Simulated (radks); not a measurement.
The nuclear charge of neutral technetium is varied continuously with 43 electrons held in [Kr] 4d5 5s2. All-electron calculation, non-relativistic Kohn-Sham, SCAN, spin-unpolarised, spherical densities, point nucleus; meta-GGA in the generalised Kohn-Sham scheme; relativity is left out, which matters for an element this heavy. Program: a radial shooting solver on a logarithmic mesh with Libxc functionals. By the Hellmann-Feynman theorem dE/dZ = E(electron-nucleus)/Z, the electronic potential at the nucleus.

\begin{tabular}{lrrrrr}
Z & E (hartree) & E(electron-nucleus)/Z (hartree) & HOMO & e(HOMO) (eV) & <r> HOMO (bohr) \\ \hline
42.8 & -4160.58366 & -231.393 & 5s & -3.645 & 3.518 \\
42.9 & -4183.75767 & -232.102 & 5s & -4.305 & 3.450 \\
43 & -4207.00394 & -232.810 & 5s & -4.986 & 3.385 \\
43.1 & -4230.31992 & -233.517 & 5s & -5.689 & 3.324 \\
43.2 & -4253.70728 & -234.224 & 5s & -6.413 & 3.267 \\
\end{tabular}

The central difference of E at Z = 43 is -232.811 hartree, to compare with the third column; the second derivative is -6.97 hartree. No converged solution with all levels bound was reached at Z = 43.3, 43.4, 43.5, 43.6, 43.7, 43.8, 43.9, 44.
